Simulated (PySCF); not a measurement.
From computed data to an observable: chemical shift, span and skew from a shielding tensor

1,1-dibromo-1-chloroethane (C2H3Br2Cl), SMILES ClC(Br)(Br)C. Atoms are numbered in the order given.

```xyz
8

C     -1.8282     0.7201     0.0000
C     -0.3402     0.4338     0.0000
Cl     0.5856     1.9639     0.0000
Br     0.1374    -0.6099    -1.6031
Br     0.1374    -0.6099     1.6031
H     -2.0871     1.3012     0.8968
H     -2.3923    -0.2224     0.0000
H     -2.0871     1.3012    -0.8968
```
Charge 0, spin multiplicity 1.

Geometry optimised at B3LYP-D3(BJ)/def2-SVP.

GIAO shieldings from PBE/pcSseg-1 (PySCF), non-relativistic, no solvent. The symmetric part of the tensor of C1 has the principal values 100.9, 105.2, 165.9 ppm. The same nucleus in TMS has σ = 182.0 ppm at this level (PySCF, at its B3LYP-D3(BJ)/def2-TZVP geometry). Without spin–orbit terms, shifts of atoms bonded to Cl or Br come out too high.

Work out the isotropic shielding, the ¹³C shift against TMS, the span and the skew.


σ(iso) = (σ11 + σ22 + σ33)/3 = 124.0 ppm. δ = σ(ref) − σ(iso) = 182.0 − (124.0) = 58.0 ppm.
Span Ω = σ33 − σ11 = 65.0 ppm. Skew κ = 3(σ(iso) − σ22)/Ω = 0.87. Tumbling in solution averages the tensor to δ; in a static solid the shielding alone would spread this spin-1/2 line over Ω.
